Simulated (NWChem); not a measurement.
System: C3H5FSi; SMILES C#C[Si@H](C)F

```xyz
10

C      0.0636     2.5664    -0.1939
C     -0.0126     1.3722     0.0280
Si    -0.0923    -0.4265     0.3718
C      1.4048    -1.2919    -0.3042
F     -1.4213    -1.0153    -0.3614
H      0.1262     3.6226    -0.3899
H     -0.2709    -0.6367     1.8334
H      1.4938    -1.1200    -1.3876
H      2.3179    -0.9122     0.1803
H      1.3438    -2.3764    -0.1257
```
Atoms are numbered in this order, from 1.

Program: NWChem. Pople sets run with spherical d functions. Structure relaxed at the PBE0/def2-SVP level. Atomic charges in e: unrestrained fits to the electrostatic potential beside Mulliken populations; buried atoms are poorly determined by the fit.

For level B3LYP/def2-SVP:

```
Quantity      Result
------------  ------
Mulliken C2     0.01
ESP Si3         0.90
Mulliken Si3    0.71
ESP C4         -0.38
Mulliken C4    -0.26
Mulliken F5    -0.34
```

**Question.** How do the values read with level Hartree-Fock/6-31G* instead?

**Answer.** 
* **Mulliken C2**: -0.33
* **ESP Si3**: 1.07
* **Mulliken Si3**: 1.16
* **ESP C4**: -0.48
* **Mulliken C4**: -0.82
* **Mulliken F5**: -0.54
